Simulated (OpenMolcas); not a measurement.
Ru4+ among 3 point charges of -2 e arranged as a planar triangle (D3h).

- Program: OpenMolcas 26.06
- Method: CASSCF
- Basis: ANO-RCC-VDZP [6s5p3d1f]
- Scalar Hamiltonian: DKH2, point nucleus
- Active space: 4 electrons in 5 orbitals (4d)
- State averaging: 2S+1 = 5 even, 5 roots; 2S+1 = 3 even, 45 roots; 2S+1 = 1 even, 50 roots
- Spin-orbit coupling: RASSI with atomic mean-field integrals over the reference wave functions

All point charges move together. At R = 1.8 Å the first state of the same spin is 15977 cm-1, and at R = 1.92 Å it is 13138 cm-1.

Problem. A third run gives 20362 cm-1. What distance was it run at?

Solution. With a power law R^-n the two known points give n = -ln(13138 / 15977) / ln(1.92 / 1.8) = 3.03. Then R = 1.8 × (15977 / 20362)^(1/3.03) = 1.662 Å. The run was at 1.66 Å, so the estimate is off by +0.002 Å.

An orbital doublet at a regular site is open to a Jahn-Teller distortion, which this geometry leaves out. Without dynamic correlation the repulsion within the d shell is too large (B by tens of per cent), so at a given field states of lower spin stand too high. Point charges give a weaker field than real ligands, and real ions of this kind are as a rule low spin; the high spin found here belongs to the model. This shell can be high or low spin here, a state of another spin lies low, and with metal d orbitals alone active their balance is uncertain, so the ground spin may be wrong (holds for R = 1.66). This is an electrostatic model: the charges have no orbitals. No measured value stands beside these numbers.
